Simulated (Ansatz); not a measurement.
Mo2P2⁻. Charge -1, multiplicity 2. Geometry r2SCAN-D4/def2-SVP, that of the neutral singlet; atoms count from 1.

```xyz
4

Mo    0.141    0.909   -0.517
Mo   -0.141   -0.909    0.517
P    -0.531    1.504    1.472
P     0.531   -1.504   -1.472
```

In the def2 sets Mo takes a core potential; there is no spin–orbit coupling. The charge -1 doublet is spin-contaminated (final ⟨S²⟩ up to 1.53, 0.75 for a pure state). The structure comes from a short search, and lower isomers may exist.

(1) Estimate the Mulliken populations from the PBE0/def2-TZVPD orbitals of Ansatz.

(2) Where does the spin sit?

(3) And the Mayer bond orders between heavy atoms (over 0.3)?

Answers

(1) 
| atom | charge (e) | spin (α − β) | d electrons |
| --- | --- | --- | --- |
| Mo1 | 0.02 | 2.33 | 4.70 |
| Mo2 | 0.02 | -1.10 | 4.75 |
| P3 | -0.56 | -0.21 | – |
| P4 | -0.48 | -0.02 | – |
Mulliken values depend strongly on the basis. With diffuse functions, as here, like atoms can get unlike values, and bond orders can come out too low or too high.

(2) Summed by element: Mo 1.23, P -0.23, of 1 unpaired in all. Largest on single atoms: Mo1 2.33, Mo2 -1.10, P3 -0.21.

(3) Mo1–Mo2 2.87 (2.11 Å); Mo1–P3 1.71 (2.18 Å); Mo1–P4 0.67 (2.62 Å); Mo2–P3 0.81 (2.62 Å); Mo2–P4 1.85 (2.18 Å).
